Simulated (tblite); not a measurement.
C3H9FOSi2.
Z-matrix (Å and degrees, GFN2-xTB geometry), rows numbered from 1:
```
C 
Si  1  1.9074
Si  2  2.3274  1  106.14
C   3  1.9590  2  103.65  1  -157.73
F   4  1.3780  3  112.19  2  -173.89
C   4  1.4622  3  106.04  2   -51.86
O   6  1.2107  4  123.32  3    56.17
H   1  1.0861  2  111.88  3    61.11
H   1  1.0854  2  111.03  3  -179.01
H   1  1.0863  2  111.68  3   -59.27
H   2  1.4649  1  106.63  3   121.41
H   2  1.4684  1  107.05  3  -120.57
H   3  1.4705  2  121.38  1   -44.07
H   3  1.4698  2  118.86  1    88.55
H   4  1.0915  3  108.14  2    68.15
H   6  1.1045  4  115.08  3  -119.21
```

Computed values, GFN2-xTB/tblite, gas phase, harmonic and unscaled. Against measured fundamentals such values can be off by several per cent, at times by over 20. Modes of hydrogen on silicon can be 10 to 20 % off. One conformer, not necessarily the lowest.

Harmonic wavenumbers (cm⁻¹): 45.4, 80.3, 93.0, 134.3, 141.4, 166.6, 202.1, 252.1, 323.5, 357.6, 422.6, 442.7, 551.0, 572.0, 594.6, 610.5, 641.5, 698.4, 730.0, 764.5, 811.4, 822.4, 832.4, 860.7, 1029.8, 1060.0, 1114.4, 1247.5, 1350.2, 1377.6, 1494.1, 1497.7, 1718.1, 2193.0, 2203.9, 2220.7, 2239.2, 2804.7, 2946.9, 3035.7, 3039.0, 3048.9.

A = 3068, B = 1010, C = 799.8 MHz; mass 136.018 u (most abundant isotopes); point group C1, symmetry number 1.

Task: What is the zero-point energy?

Result: ½Σν̃ = 23386 cm⁻¹ = 66.86 kcal/mol.

Task: Entropy at 500 K, 1 bar (ideal gas, RRHO, classical rotation)?

Result: Translation 43.23, rotation 30.79, vibration 53.29: S = 127.3 cal/(mol K).

Task: And Cp and H(500 K) − H(0)?

Result: Cp = 54.75 cal/(mol K), of which vibrations give 46.80 (their classical limit is 42 R = 83.5); H(500 K) − H(0) = 17.24 kcal/mol without the zero-point energy, 13.27 from vibrations.

Task: Blend soft modes into free rotors: weight 1/[1 + (100 cm⁻¹/ν̃)⁴] for the oscillator and the rest for a rotor with moment μB/(μ + B), μ = h/(8π²ν), B = 10⁻⁴⁴ kg m². What vibrational entropy results?

Result: 49.45 cal/(mol K) in place of 53.29, which changes −T·S at 500 K by +1.92 kcal/mol.

Task: What must be added to the electronic energy to get the Gibbs energy at 500 K and 1 bar?

Result: ZPE + [H(500 K) − H(0)] − T·S = 66.86 + 17.24 − 63.66 = 20.44 kcal/mol.

Task: Which modes carry the vibrational entropy at 500 K?

Result: 45.4 cm⁻¹: 6.03; 80.3 cm⁻¹: 4.90; 93.0 cm⁻¹: 4.61; 134.3 cm⁻¹: 3.89; 141.4 cm⁻¹: 3.79; 166.6 cm⁻¹: 3.47 cal/(mol K); the other 36 give 26.60 together.

Hindered rotation and anharmonicity are outside this model. Other conformers, if any are populated, would add a mixing term that is left out. The structure is chiral; the term R ln 2 for an equal mix with its mirror image is left out.
